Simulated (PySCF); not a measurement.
PySCF input (M06-2X/6-311+G**):

```python
from pyscf import gto, dft

mol = gto.M(
    atom='''
    C     1.74854200   -0.02881300   -0.67058700
    Si    0.04302900    0.00553600    0.01608800
    C    -0.80848000   -1.64529600   -0.16591500
    C    -0.98031800    1.36907000   -0.74349800
    F     0.17767500    0.31612300    1.59696500
    H     1.95454600   -0.21797600   -1.71910500
    H     2.63114400    0.13790500   -0.06308600
    H    -0.89868400   -1.91716800   -1.22043700
    H    -0.24930200   -2.43540200    0.33794300
    H    -1.81368700   -1.61164500    0.26045400
    H    -0.52184000    2.34542300   -0.57811100
    H    -1.07761300    1.22157300   -1.82185200
    H    -1.98451000    1.38491700   -0.31371700
    ''',
    basis='6-311+g**',
    charge=0,
    spin=1,
    verbose=4,
)

mf = dft.UKS(mol, xc='m062x').density_fit(auxbasis='def2-universal-jkfit')
mf.grids.level = 4
mf.conv_tol = 1e-9
mf.max_cycle = 100
mf.max_memory = 1500
mf.kernel()
if not mf.converged:
    mf = mf.newton()
    mf.kernel(mf.make_rdm1())
mo, _, stable, _ = mf.stability(return_status=True)
if not stable:
    mf.kernel(mf.make_rdm1(mo, mf.mo_occ))
    stable = mf.stability(return_status=True)[2]
mf.dip_moment()
```

Output:

```
PySCF version 2.14.0

[INPUT] verbose = 4
[INPUT] num. atoms = 13
[INPUT] num. electrons = 49
[INPUT] charge = 0
[INPUT] spin (= nelec alpha-beta = 2S) = 1
[INPUT] symmetry False subgroup None
[INPUT] Mole.unit = angstrom
[INPUT] Symbol           X                Y                Z      unit          X                Y                Z       unit  Magmom
[INPUT]  1 C      1.748542000000  -0.028813000000  -0.670587000000 AA    3.304265497299  -0.054448678827  -1.267225772694 Bohr   0.0
[INPUT]  2 Si     0.043029000000   0.005536000000   0.016088000000 AA    0.081313025414   0.010461523826   0.030401913892 Bohr   0.0
[INPUT]  3 C     -0.808480000000  -1.645296000000  -0.165915000000 AA   -1.527805777188  -3.109158833842  -0.313533909957 Bohr   0.0
[INPUT]  4 C     -0.980318000000   1.369070000000  -0.743498000000 AA   -1.852532534981   2.587167345358  -1.405007594162 Bohr   0.0
[INPUT]  5 F      0.177675000000   0.316123000000   1.596965000000 AA    0.335757089182   0.597385891676   3.017826480516 Bohr   0.0
[INPUT]  6 H      1.954546000000  -0.217976000000  -1.719105000000 AA    3.693556637864  -0.411914941728  -3.248637629370 Bohr   0.0
[INPUT]  7 H      2.631144000000   0.137905000000  -0.063086000000 AA    4.972141554293   0.260602681208  -0.119215262294 Bohr   0.0
[INPUT]  8 H     -0.898684000000  -1.917168000000  -1.220437000000 AA   -1.698266632529  -3.622922454780  -2.306291682286 Bohr   0.0
[INPUT]  9 H     -0.249302000000  -2.435402000000   0.337943000000 AA   -0.471112502306  -4.602242783218   0.638619715714 Bohr   0.0
[INPUT] 10 H     -1.813687000000  -1.611645000000   0.260454000000 AA   -3.427371705684  -3.045567660025   0.492186728047 Bohr   0.0
[INPUT] 11 H     -0.521840000000   2.345423000000  -0.578111000000 AA   -0.986134680843   4.432207116256  -1.092471459598 Bohr   0.0
[INPUT] 12 H     -1.077613000000   1.221573000000  -1.821852000000 AA   -2.036393438271   2.308438411163  -3.442801319491 Bohr   0.0
[INPUT] 13 H     -1.984510000000   1.384917000000  -0.313717000000 AA   -3.750180391461   2.617113835254  -0.592839210620 Bohr   0.0

nuclear repulsion = 240.073526637185
number of shells = 86
number of NR pGTOs = 253
number of NR cGTOs = 166
basis = 6-311+g**
ecp = {}

******** <class 'pyscf.df.df_jk.DFUKS'> ********
method = DFUKS
initial guess = minao
damping factor = 0
level_shift factor = 0
DIIS = <class 'pyscf.scf.diis.CDIIS'>
diis_start_cycle = 1
diis_space = 8
diis_damp = 0
SCF conv_tol = 1e-09
SCF conv_tol_grad = None
SCF max_cycles = 100
direct_scf = False
number electrons alpha = 25  beta = 24
XC library pyscf.dft.libxc version 7.1.2
    S. Lehtola, C. Steigemann, M. J. T. Oliveira, and M. A. L. Marques,  SoftwareX 7, 1–5 (2018)
XC functionals = m062x
    Y. Zhao and D. G. Truhlar,  Theor. Chem. Acc. 120, 215 (2008)
    Y. Zhao and D. G. Truhlar,  Theor. Chem. Acc. 120, 215 (2008)
radial grids:
    Treutler-Ahlrichs [JCP 102, 346 (1995); DOI:10.1063/1.469408] (M4) radial grids

becke partition: Becke, JCP 88, 2547 (1988); DOI:10.1063/1.454033
pruning grids: <function nwchem_prune>
grids dens level: 4
symmetrized grids: False
atomic radii adjust function: <function treutler_atomic_radii_adjust>
small_rho_cutoff = 0
Set gradient conv threshold to 3.16228e-05
tot grids = 269248
******** <class 'pyscf.df.df.DF'> ********
auxbasis = def2-universal-jkfit
init E= -508.677119758288
  alpha nocc = 25  HOMO = -0.204923938105338  LUMO = -0.0165069833162888
  beta  nocc = 24  HOMO = -0.360448725918009  LUMO = -0.204923938105324

WARN: HOMO -0.204923938105338 >= LUMO -0.204923938105324

cycle= 1 E= -508.393945881711  delta_E= 0.283  |g|= 0.396  |ddm|=  1.9
  alpha nocc = 25  HOMO = -0.272954140244023  LUMO = -0.00261174110191744
  beta  nocc = 24  HOMO = -0.325810227641061  LUMO = -0.0642932608538355
  HOMO = -0.272954140244  LUMO = -0.0642932608538  gap/eV = 5.67795
cycle= 2 E= -508.401000338597  delta_E= -0.00705  |g|= 0.427  |ddm|= 0.531
  alpha nocc = 25  HOMO = -0.284150523570247  LUMO = -0.00280620595543865
  beta  nocc = 24  HOMO = -0.364146940369226  LUMO = -0.0670578719600783
  HOMO = -0.28415052357  LUMO = -0.0670578719601  gap/eV = 5.90739
cycle= 3 E= -508.45598850612  delta_E= -0.055  |g|= 0.0435  |ddm|= 0.232
  alpha nocc = 25  HOMO = -0.293281124223768  LUMO = -0.00320768014555796
  beta  nocc = 24  HOMO = -0.370583220354735  LUMO = -0.0695283386783268
  HOMO = -0.293281124224  LUMO = -0.0695283386783  gap/eV = 6.08862
cycle= 4 E= -508.456717986728  delta_E= -0.000729  |g|= 0.0205  |ddm|= 0.0414
  alpha nocc = 25  HOMO = -0.291847172372925  LUMO = -0.00261024230751537
  beta  nocc = 24  HOMO = -0.366992878306996  LUMO = -0.0662349701432437
  HOMO = -0.291847172373  LUMO = -0.0662349701432  gap/eV = 6.13922
cycle= 5 E= -508.456953653734  delta_E= -0.000236  |g|= 0.0046  |ddm|= 0.0197
  alpha nocc = 25  HOMO = -0.29241327084145  LUMO = -0.00263701224983019
  beta  nocc = 24  HOMO = -0.368033963433504  LUMO = -0.0653900457953083
  HOMO = -0.292413270841  LUMO = -0.0653900457953  gap/eV = 6.17762
cycle= 6 E= -508.456974902422  delta_E= -2.12e-05  |g|= 0.00178  |ddm|= 0.00778
  alpha nocc = 25  HOMO = -0.293093885775789  LUMO = -0.00261511845863764
  beta  nocc = 24  HOMO = -0.367838497229135  LUMO = -0.0654868925643342
  HOMO = -0.293093885776  LUMO = -0.0654868925643  gap/eV = 6.19350
cycle= 7 E= -508.456978178301  delta_E= -3.28e-06  |g|= 0.000777  |ddm|= 0.00343
  alpha nocc = 25  HOMO = -0.292979084672638  LUMO = -0.00258934820683282
  beta  nocc = 24  HOMO = -0.367904666065907  LUMO = -0.0652616695063445
  HOMO = -0.292979084673  LUMO = -0.0652616695063  gap/eV = 6.19651
cycle= 8 E= -508.45697867901  delta_E= -5.01e-07  |g|= 0.000169  |ddm|= 0.00127
  alpha nocc = 25  HOMO = -0.29303535462742  LUMO = -0.00258932843985973
  beta  nocc = 24  HOMO = -0.367914889866243  LUMO = -0.0652824496667128
  HOMO = -0.293035354627  LUMO = -0.0652824496667  gap/eV = 6.19747
cycle= 9 E= -508.456978704873  delta_E= -2.59e-08  |g|= 4.16e-05  |ddm|= 0.000343
  alpha nocc = 25  HOMO = -0.293026722824152  LUMO = -0.00258769352593199
  beta  nocc = 24  HOMO = -0.367908396418949  LUMO = -0.0652743101928798
  HOMO = -0.293026722824  LUMO = -0.0652743101929  gap/eV = 6.19746
cycle= 10 E= -508.456978706326  delta_E= -1.45e-09  |g|= 1.27e-05  |ddm|= 7.77e-05
  alpha nocc = 25  HOMO = -0.293027704715783  LUMO = -0.00258798813076783
  beta  nocc = 24  HOMO = -0.367911055974856  LUMO = -0.065275180880651
  HOMO = -0.293027704716  LUMO = -0.0652751808807  gap/eV = 6.19746
cycle= 11 E= -508.456978706497  delta_E= -1.7e-10  |g|= 5.54e-06  |ddm|= 2.59e-05
  alpha nocc = 25  HOMO = -0.293026894766868  LUMO = -0.00258793987743497
  beta  nocc = 24  HOMO = -0.367910577287162  LUMO = -0.0652748518791224
  HOMO = -0.293026894767  LUMO = -0.0652748518791  gap/eV = 6.19745
Extra cycle  E= -508.456978706511  delta_E= -1.41e-11  |g|= 4.93e-06  |ddm|= 9.66e-06
converged SCF energy = -508.456978706511  <S^2> = 0.75460756  2S+1 = 2.0046023
uhf_internal: lowest eigs of H = [0.31069091 0.40179089 0.42179956]
<class 'pyscf.df.df_jk.DFUKS'> wavefunction is stable in the internal stability analysis
Dipole moment(X, Y, Z, Debye): -0.20310, -0.39842, -2.01875
```

The geometry given is a B3LYP-D3(BJ)/def2-TZVP minimum.
